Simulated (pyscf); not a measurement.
Single points on ωB97X-D3(BJ)/def2-SVP structures (PySCF, gas phase).

Q: •H₂C–GaH–OH (SMILES [CH2][GaH][OH]) → [H₃C–Ga–OH]• (SMILES [CH3][Ga][OH])
Surface: doublet. Broken: Ga–H. Formed: C–H. Give ΔE‡ and ΔE from r²SCAN/def2-TZVP, relative to the reactant's lowest minimum found.

A: ΔE‡ = 38.8 kcal/mol, ΔE = -22.2 kcal/mol. CCSD(T)/def2-TZVPP + ΔMP2(QZVPP) gives 41.8 kcal/mol and -21.8 kcal/mol. Zero-point energy shifts the barrier by -1.0 kcal/mol. It is a hydrogen shift, with an imaginary mode of 1598i cm⁻¹. One saddle was located; it need not be the lowest between these sides. The CCSD(T) − MP2 part came from Ansatz, without density fitting, on the same reference. A UHF reference is spin-contaminated (<S²> up to 0.90), which harms MP2 most. The frozen core leaves the outer d or s,p core shells of the metals and heavy elements correlated in the MP2 and CC values, and def2-TZVPP describes them poorly, which can shift differences by a few kcal/mol. Elements up to Kr have no core potential and no relativistic terms here.
